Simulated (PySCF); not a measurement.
A structure optimised at PBE-D3(BJ)/def2-SVP, used in a PySCF frequency run:

```
C
F 1 1.3733
F 1 1.3733 2 106.45
C 1 1.5249 2 111.59 3 121.96
C 4 1.3497 1 108.17 2 120.53
H 4 1.0970 5 129.13 1 180.00
H 5 1.0990 4 126.33 6 0.00
C 5 1.4939 7 123.92 4 180.00
C 8 1.3497 5 109.75 7 -180.00
H 9 1.0970 8 129.13 5 180.00
H 8 1.0990 9 126.33 10 0.00
```

Q: Write its SMILES, formula and point group.

A: FC1(F)C=CC=C1, C₅H₄F₂, C2v

Q: What are its rotational constants (standard atomic weights)?

A: 4.6809, 2.4792, 2.2985 GHz
